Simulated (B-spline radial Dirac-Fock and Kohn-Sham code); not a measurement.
# K-line shifts caused by a second vacancy in Se⁵⁺

System: selenium as Se⁵⁺, 1s2 2s2 2p6 3s2 3p6 3d10 4s1.

Input of the calculation (task.json; shells as n, l, electrons):

```json
{"items": [{
  "Z": 34,
  "q": 5,
  "cfg": [[1, 0, 2], [2, 0, 2], [2, 1, 6], [3, 0, 2], [3, 1, 6], [3, 2, 10], [4, 0, 1]],
  "A": 80,
  "rrms": 4.14,
  "do": ["binding", "quiet", "double"]
}]}
```

Launch: `python xray_run.py task.json out`

Model: ΔSCF Dirac-Fock with Breit, self-energy and vacuum polarisation, finite nucleus, configuration average. Program: a radial B-spline solver. Each two-hole energy is an average over J within one jj subconfiguration, not an observable level; in light atoms, where LS coupling holds, the j-resolved values are not observed lines, and for a K spectator the Kα1 hypersatellite is nearly forbidden. Correlation energy is missing from these numbers.

Lines without a spectator: Kα2 (K-L2) 11181.9 eV, Kα1 (K-L3) 11222.9 eV, Kβ3 (K-M2) 12489.9 eV, Kβ1 (K-M3) 12495.9 eV. Shifts in eV with one spectator hole (a dash: not computed, or left out as unreliable):

```csv
spectator hole,Kα2,Kα1,Kβ3,Kβ1
L2 (2p1/2),+36.5,+44.9,–,+98.6
L3 (2p3/2),+39.9,+38.7,+93.2,–
M2 (3p1/2),–,+3.92,+8.96,+11.30
M3 (3p3/2),+3.39,–,+10.39,+9.86
M4 (3d3/2),+0.12,-1.18,–,–
M5 (3d5/2),-1.33,-0.46,–,–
```

Problem. Where does the K-L3 hypersatellite lie, emitted when both K electrons are missing?

Solution. +372.0 eV from the normal line, at 11594.9 eV. Removing both K electrons costs 25986.0 eV, which is 504.5 eV more than twice the K binding energy.

With n spectator holes in 2p, averaged over the 2p shell (energies in eV):

```csv
n,KαLⁿ,step,hypersatellite KαʰLⁿ
0,11209.2,–,11579.6
1,11249.8,+40.6,11621.4
2,11291.4,+41.7,11664.3
3,11334.2,+42.8,11708.4
4,11378.1,+43.9,11753.7
5,11423.2,+45.1,11800.0
```
